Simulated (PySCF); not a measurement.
Identify the compound

Molecular formula: C6H8N2O2. Simulated spectra:

¹H NMR (400 MHz, computed): δ 4.26 (s, 3H), 2.27 (m, 1H), 1.01 (m, 2H), 0.92 (m, 2H).

¹³C{¹H} NMR (computed): δ 174.1 (C), 169.3 (C), 59.5 (CH3), 10.8 (CH), 10.0 (CH2).

One averaged value for each set of equivalent atoms, non-relativistic Hamiltonian, single conformer, no solvent model. GIAO PBE0/pcSseg-1 shieldings; GFN2-xTB structure; PySCF 2.14.

References, each an isolated molecule treated in the same way: ¹H (σref 31.72), ¹³C (σref 186.93) against TMS.

Which candidate is it?
A. COC(=O)c1cnn(C)c1
B. Cn1cc(C(=O)[O-])c[n+]1C
C. COc1nnc(C2CC2)o1

Results:

C. 

1. The formula gives 4 degrees of unsaturation (2 rings in the answer).
2. 5 carbon signals for 6 carbons: some carbons are equivalent by symmetry or fast rotation.
3. Carbon types of the structure: 2 × C, 1 × CH, 2 × CH2, 1 × CH3, which accounts for all hydrogens.
4. δC 174.1: aromatic carbon bearing oxygen; the electronegative substituent deshields the carbon that carries it.
5. δC 169.3: substituted aromatic carbon next to the ring oxygen.
6. δC 59.5: methyl carbon bonded to O; deshielded by the electronegative neighbour.
7. δC 10.8, 10.0: three-membered-ring carbon; carbons of three-membered rings are unusually shielded.
8. δH 4.26: hydrogen on a methyl carbon bonded to O; its carbon carries O, which withdraws density.

The others: Cn1cc(C(=O)[O-])c[n+]1C would give 4 carbon signals, not 5; COC(=O)c1cnn(C)c1 would give 6 carbon signals, not 5.

Shifts are as computed. Against solution values, carbons near 30 ppm lie about +3 ppm off and those near 130 ppm about +5 ppm. Of 1211 compounds with measured shifts, 218 miss one by over three times the rms of a fit or turn the order of signals round; such compounds aren't used in these exercises. Multiplicities follow the n + 1 count of equivalent neighbours, as no J values were calculated; m marks all less simple cases, F and P coupling included.
